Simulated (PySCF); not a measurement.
Si(Cl)(F)2(NCO) (CClF2NOSi), SMILES O=C=N[Si](F)(F)Cl. Atoms are numbered in the order given.

```xyz
7

O      0.4257     3.4553     0.0000
C      0.1546     2.3223     0.0000
N     -0.1363     1.1553     0.0000
Si    -0.3697    -0.5105     0.0000
F     -1.2183    -0.9325     1.2905
F     -1.2183    -0.9325    -1.2905
Cl     1.3956    -1.5136     0.0000
```
Charge 0, spin multiplicity 1.

Geometry optimised at B3LYP-D3(BJ)/def2-SVP. The structure was generated by enumeration, and PubChem lists no compound with its InChIKey, so it may never have been made. The values are those of a single conformer.

Level of theory: PBE/def2-TZVP (PySCF).

Symmetry labels are those of the subgroup Cs that the program uses (full group Cs).

### Question
List the valence orbital energies around the gap with their symmetry. (Estimate from the structure and the level; the computed values follow.)

### Answer

```tsv
orbital	symmetry	energy (eV)
HOMO−7	A'	-11.21
HOMO−6	A"	-10.90
HOMO−5	A"	-10.59
HOMO−4	A'	-10.48
HOMO−3	A'	-9.07
HOMO−2	A"	-8.85
HOMO−1	A"	-8.30
HOMO	A'	-8.18
LUMO	A'	-1.24
LUMO+1	A"	-1.23
LUMO+2	A'	-0.71
LUMO+3	A'	0.30
```
